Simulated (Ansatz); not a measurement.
Ideal-gas functions of CH₃ClF₂Si (`F[SiH2]C(F)Cl`) at 500 K and 1 bar, from an Ansatz frequency run at PBE0-D4/def2-TZVP.

Molar mass 116.57 g/mol, point group C1 (symmetry number 1), electronic degeneracy 1, moments of inertia 118.569, 234.623, 328.679 u Å². Harmonic wavenumbers (cm⁻¹, unscaled): 68, 120, 237, 287, 399, 538, 706, 741, 819, 864, 917, 956, 1072, 1215, 1321, 2257, 2283, 3098.

Use S(trans) = R[1.5 ln M + 2.5 ln T − 1.1517]; rotational temperatures θ = 24.2544 K / I; S(rot) = R[ln(√π/σ · √(T³/θAθBθC)) + 1.5]; for each mode x = 1.438777 ν̃/T, S = R[x/(eˣ − 1) − ln(1 − e⁻ˣ)] and H = RT x/(eˣ − 1); 1 cm⁻¹ = 0.0119627 kJ/mol; R = 8.31446 J/(mol·K).

Question: By hand: the entropy, in J/(mol·K).

Answer: Translation 178.9. Rotation: θ = 0.2046, 0.1034, 0.0738 K, giving 121.6. Vibration, mode by mode: 21.89, 17.20, 11.66, 10.14, 7.61, 5.46, 3.72, 3.43, 2.88, 2.60, 2.30, 2.11, 1.62, 1.16, 0.91, 0.09, 0.09, 0.01, in all 94.9. Electronic 0.0. Sum 395.4 J/(mol·K).

Question: By hand: H − E and G − E in kJ/mol, counted from the electronic energy.

Answer: Zero-point energy ½ × 17898 × 0.0119627 = 107.1; thermal vibration 24.3; translation, rotation and pV give 4 RT = 16.6. H − E = 148.0 kJ/mol, and G − E = 148.0 − 500 × 395.4/1000 = -49.7 kJ/mol.

Vibration gives 24 % of the entropy, 39.1 J/(mol·K) of it from the modes under 150 cm⁻¹: soft modes count most, and the harmonic formula is weakest for them. The sum counts one conformer and one mirror image; others add a mixing term.
